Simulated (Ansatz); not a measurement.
`FCCOCF` and `FCCCOCF` differ in one atom or group.

Ansatz, PBE0-D4/def2-TZVP geometries, multiplicity 1. Each molecule was computed in one conformer, which needn't be the lowest.

```json
{"property": "size of the dipole moment (PBE/def2-TZVPP) / D", "`FCCOCF`": "1.02"}
{"property": "LUMO energy (ωB97M-V/def2-TZVPP) / eV", "`FCCOCF`": "2.88"}
{"property": "HOMO energy (PBE0/def2-TZVPP) / eV", "`FCCOCF`": "-8.64"}
{"property": "LUMO energy (PBE0/def2-TZVPP) / eV", "`FCCOCF`": "1.43"}
{"property": "LUMO energy (B3LYP/def2-TZVPP) / eV", "`FCCOCF`": "1.06"}
{"property": "LUMO energy (PBE/def2-TZVPP) / eV", "`FCCOCF`": "0.61"}
```

Q: What does the change do to each property? (Estimate.)

A: The calculation gave: 
```tsv
property	`FCCCOCF`	shift
size of the dipole moment (PBE/def2-TZVPP) / D	1.84	0.82
LUMO energy (ωB97M-V/def2-TZVPP) / eV	2.84	-0.04
HOMO energy (PBE0/def2-TZVPP) / eV	-8.55	0.09
LUMO energy (PBE0/def2-TZVPP) / eV	1.33	-0.10
LUMO energy (B3LYP/def2-TZVPP) / eV	0.98	-0.08
LUMO energy (PBE/def2-TZVPP) / eV	0.47	-0.14
```

With PBE0 the HOMO rises by 0.09 eV and the LUMO falls by 0.10 eV, so the gap narrows by about 0.19 eV. PBE moves the HOMO by 0.03 eV and ωB97M-V by 0.13 eV. Dipoles are sizes alone; their direction can turn.

B3LYP here is the variant with VWN-RPA as its local correlation; programs differ in this.
